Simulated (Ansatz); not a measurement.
Basis-set extrapolation for `C[Si]1(O)C=C1` (PBE0-D4/def2-TZVP geometry, frozen core, the Gaussian-basis code of Ansatz). Multiplicity 1, RHF reference.

```
                      def2-TZVPP   def2-QZVPP
                 HF  -480.981822  -480.999879
    MP2 correlation    -0.843026    -0.902814
CCSD(T) correlation    -0.915375      not run
```

Energies in hartree. Use E(X) = E(∞) + A·exp(−7.88·√X) for Hartree–Fock and E(X) = E(∞) + B·X^(−2.97) for correlation, with X = 3 and 4, and add CCSD(T) minus MP2 of the smaller set to the MP2 limit.

**Question.** What is the CCSD(T) energy at the basis-set limit?

**Answer.** HF limit: -480.999879 + (-0.018057) × 0.13774 = -481.00237. MP2 limit: -0.902814 + (-0.059788) × 0.74074 = -0.94710. Higher-order term: -0.915375 − (-0.843026) = -0.07235. Total: -482.02182 hartree, 78.2 kcal/mol below CCSD(T)/def2-TZVPP.
